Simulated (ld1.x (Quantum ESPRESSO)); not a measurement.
Dy: variants of one PAW potential

Base potential:

| Quantity | Value |
| --- | --- |
| Element | Dy |
| Generator | ld1.x (Quantum ESPRESSO) 7.5 |
| Type | PAW |
| Functional | PBEsol |
| Relativity | scalar-relativistic |
| Frozen core | [Kr] 4d10 4f9 |
| Valence charge | 11 |
| Reference configuration | 5s2 5p6 5d1 6s0 6p0 (charge +2) |
| Partial waves | 5s (bound): rcut 1.80, rcutus 2.35 bohr; 6s (bound, empty): rcut 1.80, rcutus 2.35 bohr; 5p (bound): rcut 2.25, rcutus 2.90 bohr; 6p (bound, empty): rcut 2.25, rcutus 2.90 bohr; 5d (bound): rcut 2.10, rcutus 2.85 bohr; 5d channel at 2.25 Ry: rcut 2.10, rcutus 2.85 bohr |
| Local potential | all-electron potential smoothed inside 2.60 bohr (lloc = -1) |
| Core correction | Bessel-smoothed model core inside 1.80 bohr |
| Augmentation charge | PSQ, inside the norm-conserving radii |

All-electron outer shells of the reference configuration (PBEsol, scalar-relativistic, ld1.x):

```tsv
shell	level (eV)	outermost node (bohr)	outermost maximum (bohr)
5s	-66.92	0.63	1.14
5p	-42.54	0.67	1.30
4f	-23.27	–	0.53
6s	-15.27	1.53	2.96
5d	-15.13	0.76	1.84
6p	-10.73	1.81	3.66
```

Cutoffs, loose and tight: the cutoffs (Ry, on a coarse ladder) from which the occupation-weighted sum of valence levels, in a spherical-Bessel basis at the reference potential, stays within 10 and 1 mRy of its value at 400 Ry. They do not see the model core or the augmentation charge, which bear on the density cutoff. Test errors are all-electron minus pseudo excitation energies from the reference, over the configurations 5s2 5p6 5d1 6s2 6p0; 5s2 5p6 5d1 6s1 6p0; 5s2 5p6 5d0 6s0 6p0; 5s2 5p6 5d2 6s0 6p0; 5s2 5p6 5d1 6s0 6p1; 5s2 5p6 5d0 6s2 6p1; 5s2 5p6 5d1 6s1.5 6p0. A dash means not determined; rows that change the core or the reference have their own tests.

A true bound ghost makes a file unfit for plane-wave use even where its test errors are small: the radial tests pick states by their node count and pass the ghost by.

Cutoffs are not given where the Bessel-basis levels miss the radial ones by over 6 mRy, ghosts where they miss by over 20 mRy; a channel whose overlap is not positive is not tested.

A file whose overlap is not positive is unfit for use, and its test errors describe a broken file.

| change | outcome | bound ghosts | largest test error (meV) |
| --- | --- | --- | --- |
| base | generated, overlap not positive | p (s not tested, overlap not positive) | -83 |
| core correction a·sin(br)/r model core, default radius (ld1.x builds one for every PAW set, though the input has nlcc=.false.) | generated, overlap not positive | p (s not tested, overlap not positive) | -74 |
| core correction Bessel-smoothed model core inside 0.94 bohr | generated, overlap not positive | p (s not tested, overlap not positive) | -82 |
| core correction Bessel-smoothed model core inside 1.30 bohr | generated, overlap not positive | p (s not tested, overlap not positive) | -83 |
| core correction Bessel-smoothed model core inside 1.50 bohr | generated, overlap not positive | p (s not tested, overlap not positive) | -83 |
| core correction Bessel-smoothed model core inside 1.84 bohr | generated, overlap not positive | p (s not tested, overlap not positive) | -83 |
| core correction Bessel-smoothed model core inside 2.04 bohr | generated, overlap not positive | p (s not tested, overlap not positive) | -84 |
| core correction Bessel-smoothed model core inside 2.28 bohr | generated, overlap not positive | p (s not tested, overlap not positive) | -84 |
| core correction Bessel-smoothed model core inside 2.52 bohr | generated, overlap not positive | p (s not tested, overlap not positive) | -84 |
| core correction Bessel-smoothed model core inside 2.74 bohr | generated, overlap not positive | p (s not tested, overlap not positive) | -83 |
